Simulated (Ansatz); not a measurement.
One change: `[OH][Ga]([Br])[Br]` becomes `C[O][Ga]([OH])[Br]`.

Ansatz, PBE0-D4/def2-TZVP geometries, multiplicity 1. Each molecule was computed in one conformer, which needn't be the lowest.

Scalar relativity is left out up to krypton.

| property | `[OH][Ga]([Br])[Br]` |
| --- | --- |
| HOMO–LUMO gap (PBE0/def2-TZVPP) / eV | 6.97 |
| ideal-gas entropy at 298 K and 1 bar (rigid rotor, harmonic PBE0-D4/def2-TZVP) / J/(mol·K) | 358 |
| LUMO energy (B3LYP/def2-TZVPP) / eV | -2.09 |
| size of the dipole moment (PBE/def2-TZVPP) / D | 1.22 |
| LUMO energy (ωB97M-V/def2-TZVPP) / eV | 0.13 |
| HOMO–LUMO gap (ωB97M-V/def2-TZVPP) / eV | 11.06 |

(1) What does the change do to each property? (Estimate.)

Results:

(1) Ansatz gave: 
```csv
property,`C[O][Ga]([OH])[Br]`,shift
HOMO–LUMO gap (PBE0/def2-TZVPP) / eV,7.03,0.06
"ideal-gas entropy at 298 K and 1 bar (rigid rotor, harmonic PBE0-D4/def2-TZVP) / J/(mol·K)",387,29
LUMO energy (B3LYP/def2-TZVPP) / eV,-1.57,0.52
size of the dipole moment (PBE/def2-TZVPP) / D,1.71,0.49
LUMO energy (ωB97M-V/def2-TZVPP) / eV,0.64,0.51
HOMO–LUMO gap (ωB97M-V/def2-TZVPP) / eV,11.29,0.23
```

With PBE0 the HOMO rises by 0.48 eV and the LUMO rises by 0.54 eV, so the gap widens by about 0.06 eV. PBE moves the HOMO by 0.72 eV and ωB97M-V by 0.28 eV. The zero-point energy changes by 107.2 kJ/mol with +12 modes. Dipoles are sizes alone; their direction can turn.

B3LYP here is the variant with VWN-RPA as its local correlation; programs differ in this.

Spin–orbit coupling is left out; it splits and shifts lone-pair levels of the heavy atoms by tenths of an eV.
